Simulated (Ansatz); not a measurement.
C13H8OS⁺, that is thioxanthone with one electron fewer. Charge 1, multiplicity 2. Geometry PBE-D4/def2-SVP; atoms count from 1.

```
atom    x (Å)    y (Å)    z (Å)
  O1  -0.9481   1.7751  -1.5493
  C2  -0.4902   0.9177  -0.8010
  C3   0.9077   1.0350  -0.2793
  C4   1.6681   2.1468  -0.6711
  C5   2.9894   2.3190  -0.2177
  C6   3.5793   1.3723   0.6447
  C7   2.8511   0.2554   1.0537
  C8   1.5157   0.0866   0.5918
  S9   0.7145  -1.3378   1.1677
 C10  -0.8690  -1.2975   0.4652
 C11  -1.7100  -2.3921   0.8114
 C12  -3.0042  -2.4490   0.2951
 C13  -3.4655  -1.4276  -0.5603
 C14  -2.6291  -0.3475  -0.8993
 C15  -1.3221  -0.2593  -0.3977
 H16   1.1888   2.8737  -1.3445
 H17   3.5650   3.1998  -0.5395
 H18   4.6119   1.5094   0.9974
 H19   3.3007  -0.4910   1.7267
 H20  -1.3382  -3.1835   1.4805
 H21  -3.6599  -3.2918   0.5582
 H22  -4.4868  -1.4738  -0.9671
 H23  -2.9694   0.4601  -1.5653
```

(1) Estimate the Mulliken populations from the PBE0/def2-SVP orbitals of Ansatz.

(2) Where does the spin sit?

(3) And the Mayer bond orders between heavy atoms (over 0.3)?

Results:

(1) 
| atom | charge (e) | spin (α − β) |
| --- | --- | --- |
| O1 | -0.17 | 0.09 |
| C2 | 0.22 | -0.05 |
| C3 | -0.05 | 0.09 |
| C4 | 0.02 | -0.04 |
| C5 | 0.03 | 0.21 |
| C6 | 0.01 | -0.11 |
| C7 | 0.04 | 0.16 |
| C8 | -0.13 | -0.04 |
| S9 | 0.39 | 0.45 |
| C10 | -0.13 | -0.04 |
| C11 | 0.04 | 0.16 |
| C12 | 0.01 | -0.11 |
| C13 | 0.03 | 0.21 |
| C14 | 0.02 | -0.04 |
| C15 | -0.05 | 0.09 |
| H16 | 0.09 | 0.00 |
| H17 | 0.09 | -0.01 |
| H18 | 0.09 | 0.00 |
| H19 | 0.08 | -0.01 |
| H20 | 0.08 | -0.01 |
| H21 | 0.09 | 0.00 |
| H22 | 0.09 | -0.01 |
| H23 | 0.09 | 0.00 |
Mulliken values depend strongly on the basis.

(2) Summed by element: O 0.09, C 0.49, S 0.45, H -0.03, of 1 unpaired in all. Largest on single atoms: S9 0.45, C5 0.21, C13 0.21.

(3) O1–C2 2.13 (1.23 Å); C2–C3 0.96 (1.50 Å); C2–C15 0.96 (1.50 Å); C3–C4 1.46 (1.40 Å); C3–C8 1.29 (1.42 Å); C4–C5 1.31 (1.41 Å); C5–C6 1.34 (1.41 Å); C6–C7 1.46 (1.39 Å); C7–C8 1.27 (1.42 Å); C8–S9 1.16 (1.73 Å); S9–C10 1.16 (1.73 Å); C10–C11 1.27 (1.42 Å); C10–C15 1.29 (1.42 Å); C11–C12 1.46 (1.39 Å); C12–C13 1.34 (1.41 Å); C13–C14 1.31 (1.41 Å); C14–C15 1.46 (1.40 Å).
